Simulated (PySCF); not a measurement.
A side-by-side comparison of computed properties.

First species: AlMe2(OtBu), C6H15AlO.
SMILES: `[CH3][Al]([CH3])[O]C(C)(C)C`

Second species: C3H6GaNO2.
SMILES: `O=COCC#[N+][GaH3-]`

Levels: CAM-B3LYP/def2-SVPD for HOMO energy, LUMO energy, HOMO–LUMO gap and static isotropic polarisability; TDDFT CAM-B3LYP/def2-SVPD for lowest singlet excitation; TDA CAM-B3LYP/def2-SVPD for lowest triplet excitation (Tamm–Dancoff). Geometries: PBE0-D3(BJ)/def2-SVP. All species are isolated and taken at one optimised geometry, non-relativistic unless stated; the electronic structure was computed with PySCF and density fitting.

The conformers computed, where there is a choice (atom-mapped SMILES and torsion angles):
- `[O:1]=[CH:2][O:3][CH2:4][C:5]#[N+:6][GaH3-:7]`: O1–C2–O3–C4 0°, C2–O3–C4–C5 180°

```tsv
property	column X	column Y
HOMO energy	-8.86 eV	-8.74 eV
LUMO energy	-0.31 eV	0.40 eV
HOMO–LUMO gap	8.55 eV	9.14 eV
lowest singlet excitation	5.85 eV	6.03 eV
lowest triplet excitation (Tamm–Dancoff)	5.33 eV	5.76 eV
static isotropic polarisability	85.7 au	102.5 au
```

Task: Which column belongs to which species?

Result: Column X is the second species and column Y the first. The first has 23 atoms and 72 electrons, the second 13 and 78.

Task: How does each property change from the first species to the second?

Result: HOMO energy -0.12 eV; LUMO energy -0.71 eV; HOMO–LUMO gap -0.59 eV; lowest singlet excitation -0.18 eV; lowest triplet excitation (Tamm–Dancoff) -0.43 eV; static isotropic polarisability -16.8 au.

On the first: In wavenumbers S1 is 48600 cm⁻¹ (1 eV = 8065.54 cm⁻¹). The vertical singlet–triplet gap S1 − T1 is 0.27 eV (TDDFT singlet less Tamm–Dancoff triplet; S1: HOMO→LUMO+1, weight 0.93; T1: HOMO→LUMO+1, weight 0.87).

On the second: The vertical singlet–triplet gap S1 − T1 is 0.52 eV (TDDFT singlet less Tamm–Dancoff triplet). The 10 singlets span 5.85 to 7.41 eV, and their oscillator strengths add up to 0.44. Relativistic effects, spin–orbit coupling among them, are left out although an element past zinc is present.
